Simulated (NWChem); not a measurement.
System: C$_{2}$H$_{2}$Cl, doublet; SMILES [CH]=CCl

Here is an NWChem input.

```
start job
memory heap 200 mb stack 700 mb global 900 mb
geometry units angstroms noautosym nocenter noautoz
  C     -0.270185     1.723922     0.000000
  C      0.503428     0.668803     0.000000
  Cl    -0.110954    -0.969424     0.000000
  H     -1.319842     2.007224     0.000000
  H      1.597104     0.712484     0.000000
end
basis spherical
  * library aug-cc-pvtz-j
end
dft
  odft
  mult 2
  xc xpbe96 cpbe96
  iterations 150
  semidirect filesize 400000000
end
property
  hyperfine
end
task dft property
```

Output (shortened):

```
             Northwest Computational Chemistry Package (NWChem) 7.3.0
             --------------------------------------------------------

                             Geometry "geometry" -> ""
                             -------------------------

 Output coordinates in angstroms (scale by  1.889725989 to convert to a.u.)

  No.       Tag          Charge          X              Y              Z
 ---- ---------------- ---------- -------------- -------------- --------------
    1 C                    6.0000    -0.27018500     1.72392200     0.00000000
    2 C                    6.0000     0.50342800     0.66880300     0.00000000
    3 Cl                  17.0000    -0.11095400    -0.96942400     0.00000000
    4 H                    1.0000    -1.31984200     2.00722400     0.00000000
    5 H                    1.0000     1.59710400     0.71248400     0.00000000

 Effective nuclear repulsion energy (a.u.)      80.8548546671

  pbe96 is a nonlocal functional; adding pw91lda local functional.
                              NWChem Property Module
                              ----------------------

  itol2e modified to match energy
  convergence criterion.

                                 NWChem DFT Module
                                 -----------------

 Summary of "ao basis" -> "ao basis" (spherical)
 ------------------------------------------------------------------------------
       Tag                 Description            Shells   Functions and Types
 ---------------- ------------------------------  ------  ---------------------
 C                       aug-cc-pvtz-j              18       46   9s5p3d1f
 Cl                      aug-cc-pvtz-j              24       68   10s7p6d1f
 H                       aug-cc-pvtz-j              10       20   6s3p1d

  itol2e modified to match energy
  convergence criterion.

            General Information
            -------------------
          SCF calculation type: DFT
          Wavefunction type:  spin polarized.
          No. of atoms     :     5
          No. of electrons :    31
           Alpha electrons :    16
            Beta electrons :    15
          Charge           :     0
          Spin multiplicity:     2
          Use of symmetry is: off; symmetry adaption is: off
          Maximum number of iterations: 150
          AO basis - number of functions:   200
                     number of shells:    80
          Convergence on energy requested:  1.00D-07
          Convergence on density requested:  1.00D-05
          Convergence on gradient requested:  5.00D-04

              XC Information
              --------------
          PerdewBurkeErnzerhof Exchange Functional  1.000
            Perdew 1991 LDA Correlation Functional  1.000 local
           PerdewBurkeErnz. Correlation Functional  1.000 non-local

             Grid Information
             ----------------
          Grid used for XC integration:  fine
          Radial quadrature: Mura-Knowles
          Angular quadrature: Lebedev.
          Tag              B.-S. Rad. Rad. Pts. Rad. Cut. Ang. Pts.
          ---              ---------- --------- --------- ---------
          C                   0.70       70          14.0       590
          Cl                  1.00      123          15.0       770
          H                   0.35       60          15.0       590
          Grid pruning is: on
          Number of quadrature shells:   383
          Spatial weights used:  Erf1

      Superposition of Atomic Density Guess
      -------------------------------------

 Sum of atomic energies:        -535.82840554

      Non-variational initial energy
      ------------------------------

 Total energy =    -536.895358
 1-e energy   =    -897.137666
 2-e energy   =     279.387454
 HOMO         =      -0.200894
 LUMO         =       0.026397

------------------------------------------------------------
EAF file 0: "./job.aoints.0" size=538968064 bytes
------------------------------------------------------------
               write      read    awrite     aread      wait
               -----      ----    ------     -----      ----
     calls:     1028         0         0         0         0
   data(b): 5.39e+08  0.00e+00  0.00e+00  0.00e+00
   time(s): 0.00e+00  0.00e+00  0.00e+00  0.00e+00  0.00e+00
rate(mb/s): 0.00e+00  0.00e+00
------------------------------------------------------------

   convergence    iter        energy       DeltaE   RMS-Dens  Diis-err
 ---------------- ----- ----------------- --------- --------- ---------
 d= 0,ls=0.0,diis     1   -537.2141644947 -6.18D+02  6.27D-03  1.11D+00
                                                     6.02D-03  1.10D+00
 d= 0,ls=0.0,diis     2   -537.2126450282  1.52D-03  2.25D-03  1.14D-01
                                                     2.14D-03  1.09D-01
 d= 0,ls=0.0,diis     3   -537.1179117175  9.47D-02  1.47D-03  2.89D-01
                                                     1.41D-03  2.86D-01
 d= 0,ls=0.0,diis     4   -537.2658980926 -1.48D-01  4.50D-04  5.95D-03
                                                     3.53D-04  4.39D-03
 d= 0,ls=0.0,diis     5   -537.2675087699 -1.61D-03  1.62D-04  2.76D-03
                                                     1.68D-04  2.72D-03
  Resetting Diis
 d= 0,ls=0.0,diis     6   -537.2690789558 -1.57D-03  2.68D-05  3.93D-05
                                                     2.16D-05  3.53D-05
 d= 0,ls=0.0,diis     7   -537.2690959811 -1.70D-05  1.67D-05  5.40D-06
                                                     1.66D-05  4.75D-06
 d= 0,ls=0.0,diis     8   -537.2690970339 -1.05D-06  1.04D-05  7.16D-06
                                                     7.23D-06  6.85D-06
 d= 0,ls=0.0,diis     9   -537.2691000056 -2.97D-06  3.09D-06  4.58D-07
                                                     5.53D-06  8.80D-07
 d= 0,ls=0.0,diis    10   -537.2691003613 -3.56D-07  5.96D-06  5.37D-07
                                                     2.11D-06  1.75D-07
 d= 0,ls=0.0,diis    11   -537.2691006772 -3.16D-07  1.27D-06  1.13D-07
                                                     2.22D-06  1.56D-07
 d= 0,ls=0.0,diis    12   -537.2691007548 -7.76D-08  4.89D-07  1.39D-08
                                                     4.69D-07  1.24D-08

         Total DFT energy =     -537.269100754771
      One electron energy =     -899.038967458932
           Coulomb energy =      320.363841505919
    Exchange-Corr. energy =      -39.448829468871
 Nuclear repulsion energy =       80.854854667112

 Numeric. integr. density =       30.999999957965

                    DFT Final Alpha Molecular Orbital Analysis
                    ------------------------------------------

 Vector   14  Occ=1.000000D+00  E=-2.852271D-01
              MO Center= -1.8D-02, -7.2D-01,  2.9D-12, r^2= 1.8D+00
   Bfn.  Coefficient  Atom+Function         Bfn.  Coefficient  Atom+Function
  ----- ------------  ---------------      ----- ------------  ---------------
   115      0.509496  3 Cl px               118      0.313679  3 Cl px
   106      0.206562  3 Cl px               181     -0.168955  5 H  s
    56     -0.150149  2 C  px               116     -0.127200  3 Cl py
    10      0.110788  1 C  px               119     -0.085410  3 Cl py
     7      0.077149  1 C  s                103     -0.068397  3 Cl px

 Vector   15  Occ=1.000000D+00  E=-2.482778D-01
              MO Center= -5.7D-02,  4.4D-01,  2.8D-10, r^2= 2.7D+00
   Bfn.  Coefficient  Atom+Function         Bfn.  Coefficient  Atom+Function
  ----- ------------  ---------------      ----- ------------  ---------------
    12      0.459755  1 C  pz               117     -0.368920  3 Cl pz
    58      0.326638  2 C  pz               120     -0.239529  3 Cl pz
    21      0.173481  1 C  pz               108     -0.149464  3 Cl pz
    67      0.111103  2 C  pz               105      0.047245  3 Cl pz
   114     -0.040190  3 Cl pz               123     -0.036521  3 Cl pz

 Vector   16  Occ=1.000000D+00  E=-2.315520D-01
              MO Center= -9.7D-02,  1.4D+00, -1.3D-10, r^2= 2.4D+00
   Bfn.  Coefficient  Atom+Function         Bfn.  Coefficient  Atom+Function
  ----- ------------  ---------------      ----- ------------  ---------------
    11      0.514021  1 C  py                10      0.362264  1 C  px
   116      0.249391  3 Cl py                20      0.216353  1 C  py
     8      0.175172  1 C  s                 19      0.171098  1 C  px
     7      0.151543  1 C  s                119      0.135868  3 Cl py
   161     -0.125148  4 H  s                181     -0.111943  5 H  s

[...]

          ----------------------
          Hyperfine Interactions
          ----------------------

 Total Spin Density (Fermi Contact Term)
 ------------------ --------------------
     Atom            x         y         z       Density (a.u.)      Aiso(MHz)     Aiso(Gauss)
     1  13-C     -0.51058   3.25774   0.00000       0.245389        275.863927      98.434943
     2  13-C      0.95134   1.26385   0.00000       0.046948         52.778262      18.832565
     3  35-Cl    -0.20967  -1.83195   0.00000       0.082071         35.984948      12.840303
     4   1-H     -2.49414   3.79310   0.00000       0.004770         21.319142       7.607187
     5   1-H      3.01809   1.34640   0.00000       0.014611         65.310740      23.304457

           -------------------------------------------
           Anisotropic Interaction (Spin-Dipolar Term)
           -------------------------------------------

 ------------------------------------------------------------
     Atom            x         y         z
 ------------------------------------------------------------
     1  13-C     -0.51058   3.25774   0.00000

   Spin-Dipolar term (a.u.)
        xx             yy             zz             xy             xz             yz
 ------------------------------------------------------------------------------------------
      -0.053465       0.476688      -0.423224       0.729957       0.000000       0.000000

   Principal Comp. of -hf- tensor (au)            Anisotropic -hfcc- (MHz)               Anisotropic -hfcc- (Gauss)
 --------------------------------------------------------------------------------------------------------------------------
     -0.564986     0.988209    -0.423224     -75.815657   132.608242   -56.792585     -27.052866    47.317839   -20.264972

   Orientation of the principal axis of Hyperfine Tensor w.r.t absolute (molecular) frame
 --------------------------------------------------------------------------------------------------------------------------
      0.818942     0.573877    -0.000000
     -0.573877     0.818942    -0.000000
     -0.000000     0.000000     1.000000

 ------------------------------------------------------------
     Atom            x         y         z
 ------------------------------------------------------------
     2  13-C      0.95134   1.26385   0.00000

   Spin-Dipolar term (a.u.)
        xx             yy             zz             xy             xz             yz
 ------------------------------------------------------------------------------------------
       0.069514       0.048103      -0.117618      -0.044242      -0.000000      -0.000000

   Principal Comp. of -hf- tensor (au)            Anisotropic -hfcc- (MHz)               Anisotropic -hfcc- (Gauss)
 --------------------------------------------------------------------------------------------------------------------------
      0.104327     0.013290    -0.117618      13.999717     1.783452   -15.783169       4.995439     0.636379    -5.631818

   Orientation of the principal axis of Hyperfine Tensor w.r.t absolute (molecular) frame
 --------------------------------------------------------------------------------------------------------------------------
      0.785872     0.618390     0.000000
     -0.618390     0.785872     0.000000
      0.000000    -0.000000     1.000000

 ------------------------------------------------------------
     Atom            x         y         z
 ------------------------------------------------------------
     3  35-Cl    -0.20967  -1.83195   0.00000

   Spin-Dipolar term (a.u.)
        xx             yy             zz             xy             xz             yz
 ------------------------------------------------------------------------------------------
      -0.421222       0.930015      -0.508793       0.018260      -0.000000      -0.000000

   Principal Comp. of -hf- tensor (au)            Anisotropic -hfcc- (MHz)               Anisotropic -hfcc- (Gauss)
 --------------------------------------------------------------------------------------------------------------------------
     -0.421468     0.930261    -0.508793     -22.058653    48.687679   -26.629026      -7.871063    17.372945    -9.501882

   Orientation of the principal axis of Hyperfine Tensor w.r.t absolute (molecular) frame
 --------------------------------------------------------------------------------------------------------------------------
      0.999909     0.013510     0.000000
     -0.013510     0.999909     0.000000
     -0.000000    -0.000000     1.000000

 ------------------------------------------------------------
     Atom            x         y         z
 ------------------------------------------------------------
     4   1-H     -2.49414   3.79310   0.00000

   Spin-Dipolar term (a.u.)
        xx             yy             zz             xy             xz             yz
 ------------------------------------------------------------------------------------------
       0.060198      -0.000972      -0.059226      -0.026636       0.000000       0.000000

   Principal Comp. of -hf- tensor (au)            Anisotropic -hfcc- (MHz)               Anisotropic -hfcc- (Gauss)
 --------------------------------------------------------------------------------------------------------------------------
      0.070171    -0.010945    -0.059226      37.439730    -5.839560   -31.600170      13.359404    -2.083697   -11.275707

   Orientation of the principal axis of Hyperfine Tensor w.r.t absolute (molecular) frame
 --------------------------------------------------------------------------------------------------------------------------
      0.936514     0.350631    -0.000000
     -0.350631     0.936514    -0.000000
      0.000000     0.000000     1.000000

 ------------------------------------------------------------
     Atom            x         y         z
 ------------------------------------------------------------
     5   1-H      3.01809   1.34640   0.00000

   Spin-Dipolar term (a.u.)
        xx             yy             zz             xy             xz             yz
 ------------------------------------------------------------------------------------------
       0.005350       0.006010      -0.011360      -0.012811      -0.000000       0.000000

   Principal Comp. of -hf- tensor (au)            Anisotropic -hfcc- (MHz)               Anisotropic -hfcc- (Gauss)
 --------------------------------------------------------------------------------------------------------------------------
     -0.007135     0.018495    -0.011360      -3.806921     9.868090    -6.061170      -1.358402     3.521174    -2.162772

   Orientation of the principal axis of Hyperfine Tensor w.r.t absolute (molecular) frame
 --------------------------------------------------------------------------------------------------------------------------
      0.716155    -0.697941     0.000000
      0.697941     0.716155    -0.000000
     -0.000000     0.000000     1.000000
```

Level: PBE/aug-cc-pVTZ-J, spin-unrestricted, contact and dipolar terms. In the optimisation the excess spin sits in a' (Cs, its own frame). Geometry: optimised at PBE0/def2-SVP, spin-unrestricted. No stability test was run on the SCF state.
